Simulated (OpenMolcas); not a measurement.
**Ti3+ in KMgF3**

Ti3+ with its 6 nearest fluoride ions at 1.982 Å, on the Mg site of KMgF3 (a = 3.973 Å, distance in the model lattice 1.986 Å). The rest of the host is ab initio model potentials to 7.6 Å, with orthogonalisation functions on the cations behind the ligands, and point charges beyond; the distance is set by hand and nothing relaxes, and no local charge compensation is placed. Ligand basis ANO-RCC-VDZP.

```yaml
Program: OpenMolcas
Method: CASSCF
Basis: ANO-RCC-VTZP [6s5p3d2f1g]
Scalar_Hamiltonian: DKH2, point nucleus
Active_space: 1 electron in 5 orbitals (3d)
State_averaging: 2S+1 = 2 even, 5 roots
Spin-orbit_coupling: RASSI with atomic mean-field integrals over the reference wave functions
```

The lowest spin-free states (labels of O, the rotations of Oh), above the lowest:

```json
{"State": "2T2", "Degeneracy": "3", "E (cm-1)": "0.0"}
{"State": "2E", "Degeneracy": "2", "E (cm-1)": "16566"}
```

The lowest levels with spin-orbit coupling:

```csv
E (cm-1),Degeneracy,Label,2S+1,g
0.0,4,Γ8,2,
216.6,2,Γ7,2,1.96 1.96 1.96
16641,4,Γ8,2,
```

Powder χT (cm3 K/mol): 0.00498 at 2 K, 0.0238 at 10 K, 0.118 at 50 K, 0.229 at 100 K, 0.373 at 200 K, 0.446 at 300 K. The effective moment at 300 K is 2.828 √(χT) = 1.89 μB.

The lowest level has 2S+1 = 2, for which the spin-only value is χT = S(S+1) / 2 = 0.375 cm3 K/mol (g = 2). The computed 0.446 at 300 K differs by +0.071, through orbital momentum, spin-orbit coupling and any other state in reach. With a threefold ground state the orbital momentum is unquenched, so the spin-only value is not expected to hold.

Metal share of the active 3d orbitals (Löwdin): 89, 89, 95, 95, 95 %; Mulliken charge of the metal 2.41.

The gap between the two states is 10Dq = 16566 cm-1.

An orbital triplet at a regular site is open to Jahn-Teller coupling, which can distort the site and quench the lowest spin-orbit gaps and is left out. Ligand-to-metal charge-transfer states are missing. With metal d orbitals alone and no dynamic correlation 10Dq can be off by a tenth to a fifth, either way, in oxide and fluoride hosts. No measured value stands beside these numbers; the geometry was set by hand and not optimised.

The RASSCF and RASSI steps took 9.5 s on 1 thread of Intel(R) Xeon(R) Platinum 8488C (Sapphire Rapids), with other jobs on the host; the integral step is not counted.
